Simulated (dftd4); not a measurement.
O3W (SMILES [O]=[W](=[O])=[O]), singlet, geometry from GFN2-xTB (such geometries of metal compounds can be far from the true shape); dftd4 4.2.0 with D4 for pbe0.

Here is a job for dftd4.
```
$ dftd4 mol.xyz --func pbe0 --charge 0 --json dftd4.json --noedisp --property

# file mol.xyz
4

W      0.00000000    -0.00000000     0.00000000
O      1.55326011    -0.32437699    -0.69267094
O     -0.50238238    -0.83765245     1.42953865
O     -1.05087773     1.16202943    -0.73686771
```

**Question.** Predict the main parts of the log of this dftd4 run.

**Answer.** 
```
                    ____  _____ _____     ____  _  _
      -------------|  _ \|  ___|_   _|---|  _ \| || |------------
     |             | | | | |_    | | ___ | | | | || |_           |
     |             | |_| |  _|   | ||___|| |_| |__   _|          |
     |             |____/|_|     |_|     |____/   |_|            |
     |             ===================================           |
     |            E. Caldeweyher, S. Ehlert & S. Grimme          |
     |          Mulliken Center for Theoretical Chemistry        |
     |                    University of Bonn                     |
      -----------------------------------------------------------

Rational (Becke-Johnson) damping: pbe0-D4-ATM
---------------------
  s6         1.0000
  s8         1.2007
  s9         1.0000
  a1         0.4009
  a2         5.0293
 alp        16.0000
--------------------

Atomic data, radii in Ångström:
------------------------------------------------------
   Z          R(cov)      r4/r2   hardness         EN
------------------------------------------------------
  74 W        1.6400     3.8776     0.3813     2.3600
   8 O        0.8400     1.3725     0.5869     3.4400
------------------------------------------------------

Atomic reference systems (in atomic units):
----------------------------------------------------------------------------
   Z        #      CN     q+Z       C6(AA)   #      CN     q+Z       C6(AA)
----------------------------------------------------------------------------
  74 W      1  0.0000 14.0000     832.0059   2  1.8485 14.3132     457.6800
            3 10.4500 14.2302     355.5741
   8 O      1  0.0000  8.0000      15.5711   2  0.8042  7.6453      20.8489
            3  1.6112  7.4012      24.8631   4  0.9798  8.0000      14.9880
----------------------------------------------------------------------------

Atomic properties (in atomic units):
----------------------------------------------------------------------------
     #    Z              CN          q      C6(AA)        C8(AA)   alpha(0)
----------------------------------------------------------------------------
     1   74 W        2.4894     1.5376    315.6251    50840.7080    40.8027
     2    8 O        0.8298    -0.5125     23.9963      484.2578     6.5726
     3    8 O        0.8298    -0.5125     23.9963      484.2578     6.5726
     4    8 O        0.8298    -0.5125     23.9963      484.2578     6.5726
----------------------------------------------------------------------------

Molecular properties (in atomic units):
----------------------------------------
 molecular C6                1011.2167
 molecular C8               82544.6870
----------------------------------------

Dispersion energy:      -2.6333258040539E-03 Eh

[Info] JSON dump of results written to 'dftd4.json'
```
